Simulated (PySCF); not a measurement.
**SMILES [SiH3]P[Si@@H]1CCO1, C2H9OPSi2**

Geometry:
```json
{"atom": "Si1", "x (Å)": "-2.453", "y (Å)": "-0.248", "z (Å)": "0.441"}
{"atom": "P2", "x (Å)": "-1.654", "y (Å)": "1.145", "z (Å)": "-1.118"}
{"atom": "Si3", "x (Å)": "0.512", "y (Å)": "0.659", "z (Å)": "-1.135"}
{"atom": "C4", "x (Å)": "1.382", "y (Å)": "-0.804", "z (Å)": "-0.253"}
{"atom": "C5", "x (Å)": "1.981", "y (Å)": "0.305", "z (Å)": "0.605"}
{"atom": "O6", "x (Å)": "1.280", "y (Å)": "1.443", "z (Å)": "0.105"}
{"atom": "H7", "x (Å)": "-3.908", "y (Å)": "-0.093", "z (Å)": "0.436"}
{"atom": "H8", "x (Å)": "-2.124", "y (Å)": "-1.656", "z (Å)": "0.187"}
{"atom": "H9", "x (Å)": "-1.894", "y (Å)": "0.147", "z (Å)": "1.734"}
{"atom": "H10", "x (Å)": "-1.943", "y (Å)": "0.348", "z (Å)": "-2.206"}
{"atom": "H11", "x (Å)": "1.102", "y (Å)": "0.962", "z (Å)": "-2.444"}
{"atom": "H12", "x (Å)": "2.116", "y (Å)": "-1.371", "z (Å)": "-0.815"}
{"atom": "H13", "x (Å)": "0.760", "y (Å)": "-1.491", "z (Å)": "0.314"}
{"atom": "H14", "x (Å)": "1.790", "y (Å)": "0.212", "z (Å)": "1.675"}
{"atom": "H15", "x (Å)": "3.050", "y (Å)": "0.450", "z (Å)": "0.441"}
```

Computed, not measured: PySCF, TDDFT BHandHLYP/def2-SVPD circular dichroism and optical rotation, one conformer, gas phase. Geometry: GFN2-xTB.

The molecule is flexible and this is one conformer; a measurement averages over conformers.

(1) Draw the ECD and absorption spectra from the lowest 12 states, each a Gaussian of half-width 0.2 eV at 1/e height.

Results:

(1) 
| E (eV) | λ (nm) | Δε (L mol⁻¹ cm⁻¹) | ε (L mol⁻¹ cm⁻¹) |
| --- | --- | --- | --- |
| 5.70 | 218 | -0.02 | 12.2 |
| 5.80 | 214 | -0.34 | 126 |
| 5.90 | 210 | -3.01 | 794 |
| 6.00 | 207 | -15.15 | 3090 |
| 6.10 | 203 | -44.63 | 7410 |
| 6.20 | 200 | -77.97 | 10900 |
| 6.30 | 197 | -81.23 | 10100 |
| 6.40 | 194 | -50.59 | 6160 |
| 6.50 | 191 | -20.26 | 3810 |
| 6.60 | 188 | -12.73 | 4100 |
| 6.70 | 185 | -21.33 | 4720 |
| 6.80 | 182 | -25.66 | 4320 |
| 6.90 | 180 | -15.01 | 4030 |
| 7.00 | 177 | +1.71 | 5480 |
| 7.10 | 175 | +5.83 | 9040 |
| 7.20 | 172 | -23.81 | 13200 |
| 7.30 | 170 | -74.87 | 15800 |
| 7.40 | 168 | -77.39 | 15400 |
| 7.50 | 165 | -3.35 | 12200 |
| 7.60 | 163 | +62.57 | 8160 |
| 7.70 | 161 | +49.68 | 5940 |
| 7.80 | 159 | -9.21 | 7040 |

Δε uses R in velocity form, ε uses f in length form. Only the states computed contribute, so the short-wavelength end is incomplete.
